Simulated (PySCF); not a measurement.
Excitations are Tamm–Dancoff values on a coarser integration grid. The basis has no diffuse functions, so Rydberg states are missing or too high.

C$_{2}$H$_{3}$B, SMILES `BC#C` (charge 0, multiplicity 1)

The numbers are results of PySCF with ωB97X-D3(BJ)/def2-TZVP // PBE0-D3(BJ)/def2-TZVP, not measurements.

| Property | Result |
|---|---|
| HOMO | -10.52 eV |
| dipole moment | 0.91 D |
| HOMO–LUMO gap | 10.28 eV |
| LUMO | -0.24 eV |
| S1 excitation (TDA) | 4.08 eV |
| S1 oscillator strength | 0.000 |
| brightest of the four lowest singlets (TDA) | 5.74 eV |
| T1 excitation (TDA) | 3.76 eV |
| S1–T1 gap (TDA) | 0.31 eV |
| vertical ionisation energy (Delta-SCF) | 10.66 eV |
| total energy | -102.8675 Ha |
| cost | about 50 core-seconds (a rough figure) |

```xyz
6

B     -1.1258    -0.1248    -0.0245
C      0.3652     0.0401     0.0083
C      1.5671     0.1735     0.0344
H     -1.7252    -0.3158     0.9896
H     -1.7074    -0.0642    -1.0649
H      2.6262     0.2912     0.0572
```
Charge 0, spin multiplicity 1.
